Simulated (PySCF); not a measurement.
La⁺: ionisation energy

La⁺ [Xe] 5d2 (3F) → La²⁺ [Xe] 5d1 (2D), as a difference of total energies. Computed with PySCF 2.14 in def2-TZVPPD with the def2 core potential (46 electrons) (6s5p3d2f1g, 59 functions), with a scalar-relativistic core potential. Correlated levels: valence: nothing frozen outside the core potential. The calculations carry no spin-orbit coupling.

Q: Order these methods by the ionisation energy they give, lowest first.
A. CCSD(T) (valence)
B. MP2 (valence)
C. UHF
D. SCS-MP2 (valence)

A: C (10.456 eV), D (10.817 eV), B (10.905 eV), A (10.951 eV).

The reference lies between the lowest fine-structure levels, while these numbers refer to the centres of the terms.

Errors of the correlated levels include the incompleteness of this basis.

For comparison: 11.185 eV (measured; NIST Atomic Spectra Database, ionization energies).
